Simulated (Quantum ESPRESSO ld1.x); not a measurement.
Values are calculated unless marked as measured or tabulated.
Species: Os XXXVI. Configuration: [Kr] 4d5 (the NIST ground configuration).

Level of theory: scalar-relativistic Kohn-Sham, PW91, spin-unpolarised, spherical densities, point nucleus (ld1.x of Quantum ESPRESSO 7.5).

Energy parts (eV):
part                      energy
total                  -450654.3
kinetic                 501727.1
electron-nucleus      -1054604.9
Hartree                 109889.8
exchange-correlation     -7666.2

Orbitals (lengths in bohr, moments of r in powers of bohr; <r^-3> diverges for s and p1/2; r(90%) holds 90 % of the orbital's charge):
orbital,occ.,eigenvalue (eV),<1/r>,<r^-3>,<r>,r(90%)
1s,2,-75326.389,90.51,-,0.01773,0.0323
2s,2,-14313.061,21.19,-,0.07488,0.116
2p,6,-12648.753,19.05,21910,0.06727,0.110
3s,2,-4413.514,7.913,-,0.1925,0.282
3p,6,-3923.877,7.280,5032,0.1927,0.288
3d,10,-3385.527,6.864,638.2,0.1741,0.269
4s,2,-1900.098,3.700,-,0.3973,0.563
4p,6,-1722.515,3.438,1521,0.4114,0.588
4d,5,-1513.506,3.210,185.5,0.4127,0.601
4f,0,-1301.647,2.971,43.90,0.3879,0.577
5s,0,-1046.827,2.070,-,0.6992,0.968
5p,0,-969.117,1.949,617.7,0.7281,1.01
5d,0,-875.028,1.835,76.68,0.7507,1.06

The highest occupied level is 4d at -1513.5 eV. The density falls to 0.001 e/bohr^3 at r = 1.10 bohr.
